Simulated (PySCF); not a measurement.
## Frontier orbitals and the lowest excitations

Species: C₆H₁₃P.
Z-matrix (Å and degrees, GFN2-xTB geometry), rows numbered from 1:
```
C 
C   1  1.5253
C   2  1.5254  1  111.01
P   2  1.8879  1  109.43  3   120.79
C   4  1.8461  2   99.37  1   140.67
C   5  1.5053  4   66.26  2   -93.75
C   6  1.5081  4  119.18  5   110.47
H   1  1.0889  2  110.69  3  -179.97
H   1  1.0892  2  110.49  3    59.73
H   1  1.0886  2  110.31  3   -60.14
H   2  1.0967  1  109.26  3  -120.42
H   3  1.0892  2  110.49  1   -60.15
H   3  1.0887  2  110.32  1    59.73
H   3  1.0889  2  110.69  1   179.54
H   5  1.0824  4  118.40  6   110.85
H   5  1.0827  4  115.90  6  -109.35
H   6  1.0868  4  115.91  5  -108.48
H   7  1.0882  6  110.52  4   -34.90
H   7  1.0905  6  110.26  4  -154.82
H   7  1.0884  6  110.80  4    85.28
```

Computed, not measured: PySCF, TDDFT PBE0/def2-SVPD, vertical, gas phase, core orbitals frozen in the response.

Kohn–Sham orbitals with the atoms that hold most of them (Löwdin shares over 4%, at most four atoms; ? is withheld):

| orbital | ε (eV) | atoms |
| --- | --- | --- |
| LUMO+2 | 0.78 | H17 11%, C7 10%, C6 10%, C5 10% |
| LUMO+1 | 0.72 | P4 20%, C1 13%, C3 12%, C2 9% |
| LUMO | 0.63 | P4 34%, C5 14%, C6 11%, C3 5% |
| HOMO | ? | ? |
| HOMO-1 | -7.29 | ? |
| HOMO-2 | -8.20 | C5 21%, P4 18%, C2 17%, C6 12% |
| HOMO-3 | -9.62 | C2 25%, C3 17%, C1 15%, H11 13% |

Problem. Give the leading atoms of the HOMO-1.

Solution. P4 (bonded to 3 C) 35%; C6 (bonded to 2 C, P and H) 19%; C5 (bonded to C, P and 2 H) 19%; C7 (bonded to C and 3 H) 7%. By element: carbon 44% or more, phosphorus 35%.

Problem. Give the leading atoms of the HOMO.

Solution. P4 (bonded to 3 C) 52%; C6 (bonded to 2 C, P and H) 14%; C2 (bonded to 2 C, P and H) 12%; C5 (bonded to C, P and 2 H) 10%. By element: phosphorus 52%, carbon 36% or more.

Problem. What is the HOMO energy, and the HOMO–LUMO gap?

Solution. ε(HOMO) = -6.91 eV; the gap is 7.55 eV (0.2774 hartree).

Problem. How does S1 compare with the orbital gap of 7.55 eV?

Solution. S1 is at 6.36 eV (f = 0.029), 1.19 eV below the gap, made of HOMO→LUMO (89%). 

Next come S2 at 6.51 eV (f 0.023), HOMO→LUMO+1 (42%), HOMO→LUMO+2 (30%), HOMO-1→LUMO (14%); S3 at 6.68 eV (f 0.0055), HOMO-1→LUMO+1 (33%), HOMO→LUMO+2 (31%), HOMO-1→LUMO+2 (15%); S4 at 6.70 eV (f 0.017), HOMO→LUMO+1 (37%), HOMO→LUMO+2 (26%), HOMO-1→LUMO+1 (19%); S5 at 6.99 eV (f 0.011), HOMO-1→LUMO+2 (52%), HOMO-1→LUMO+1 (32%).

Löwdin shares depend on the basis, the more so with diffuse functions.

One conformer stands for the species.
